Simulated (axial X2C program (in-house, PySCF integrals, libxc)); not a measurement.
MoSi⁻: from the spin-free to the two-component result

Computed with an axial X2C code built on PySCF integrals. Spin-free means the one-electron spin-free X2C Hamiltonian; two-component (2c) means X2C with spin–orbit coupling and atomic mean-field two-electron Coulomb and Gaunt terms, so the difference of the two also holds small scalar two-electron terms. Basis: Mo dyall-acv3z [12s13p10d5f3g], Si dyall-av3z [9s8p3d2f] (cores contracted in-house); Gaussian nuclei, density fitting, unrestricted open shells. Masses: Mo 97.905 u, Si 27.977 u.

Spin-free state: M_S = 3/2, Λ = 0 (beyond evenly filled blocks: σα, δ+α, δ-α); fragments Mo + Si-.

```json
{"level": "PBE0", "Re (Å)": "2.325", "ωe (cm⁻¹)": "321.3", "De (eV)": "2.222", "μ (D)": "-5.03"}
{"level": "M06", "Re (Å)": "2.267", "ωe (cm⁻¹)": "379.6", "De (eV)": "3.187", "μ (D)": "-3.19"}
```

Dipoles are positive if Si is the positive end and refer to the centre of mass.

Two-component determinant lowest at the distance of the search:

Ω = 3/2 (⟨Sz⟩ = 1.50, ⟨Lz⟩ = 0.00 at PBE0); fragments Mo + Si-.

| level | Re (Å) | ωe (cm⁻¹) | De (eV) | μ (D) |
| --- | --- | --- | --- | --- |
| PBE0 | 2.324 | 321.2 | 2.223 | -5.02 |
| M06 | 2.266 | 377.8 | 3.188 | -3.19 |

Problem. From the two tables, how do the constants change at the PBE0 level (2c against spin-free)?

Solution. At the PBE0 level Re falls by 0.001 Å and ωe is unchanged to within 0.2 cm⁻¹; De changes by 0.001 eV.

The state is one determinant whose occupation by symmetry is held fixed; it was picked as the lowest of a PBE0 search that is not exhaustive. Dissociation energies refer to the lowest single-determinant-based atoms at the same level and basis. Density functionals use the spin component along the axis (collinear). The functionals have no current-density term, which raises determinants with orbital currents, atoms included. With several unpaired electrons one determinant need not be a pure state. Some points did not converge and are left out. This is the top spin component of a Σ state; components of lower Ω are not single determinants and can lie lower. The determinant is spin-polarised beyond a pure state at some levels (its spin-free form has ⟨S²⟩ too high), which makes Re and μ there less reliable.
